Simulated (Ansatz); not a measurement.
A nudged elastic band was laid between two geometries of CH3SSe (6 atoms, charge -1, multiplicity 1).

Theory: RKS B3LYP-D4/def2-SVP in Ansatz.

```json
{
  "movable images": "5",
  "climbing image": "yes",
  "spring": "5.0 eV/Å²",
  "optimiser": "quadratic models (default)",
  "start path": "IDPP",
  "force threshold": "0.5 eV/Å",
  "iteration limit": "60",
  "end points": "relaxed"
}
```

First end point:

```xyz
6
Properties=species:S:1:pos:R:3
C -0.407 0.418 -0.205
S 0.273 -0.351 1.308
Se 1.788 -1.808 0.453
H -1.172 1.165 0.084
H 0.390 0.918 -0.783
H -0.871 -0.343 -0.857
```

Last end point:

```xyz
6
Properties=species:S:1:pos:R:3
C -0.228 0.473 -0.326
S 1.200 -0.064 0.680
Se 0.602 -2.176 1.256
H -1.159 0.440 0.265
H -0.055 1.510 -0.673
H -0.361 -0.184 -1.202
```

(1) What changes between the two ends?

(2) What energy profile does the band end with?

(3) What is the geometry of the highest image?

## Answers

(1) No bond is made or broken. The dihedral H4–C1–S2–Se3 goes from -180 to 60°. The two ends are copies of one structure, up to a mirror image or an exchange of like atoms.

(2) It converged. The highest image is number 3 of 0 to 6, 11.8 kJ/mol above the ends, which have the same energy within 2 meV. The threshold of 0.5 eV/Å is loose, so the images may lie well off the minimum-energy path. The order of the stationary point at the top wasn't checked. Limits of this set-up: an anion without diffuse functions, the dipole of an ion depends on the origin.

```csv
image,path coordinate (Å),energy (kJ/mol),dihedral H4–C1–S2–Se3 (°)
0,0.00,0.0,-180
1,0.40,2.9,161
2,0.79,8.6,141
3,1.19,11.8,121
4,1.58,8.7,100
5,1.98,2.9,79
6,2.38,0.0,60
```

(3) 
```xyz
6
Properties=species:S:1:pos:R:3:forces:R:3
C -0.313 0.485 -0.275 -0.05 0.12 -0.03
S 0.745 -0.074 1.124 0.05 0.32 0.21
Se 1.175 -2.257 0.845 -0.02 -0.32 -0.17
H -1.267 0.887 0.110 -0.09 0.00 -0.03
H 0.193 1.294 -0.832 0.00 0.02 -0.09
H -0.534 -0.335 -0.972 0.10 -0.14 0.10
```

Run time: 44 s on 1 thread of Arm Neoverse V2 (shared host), peak memory 0.16 GiB.
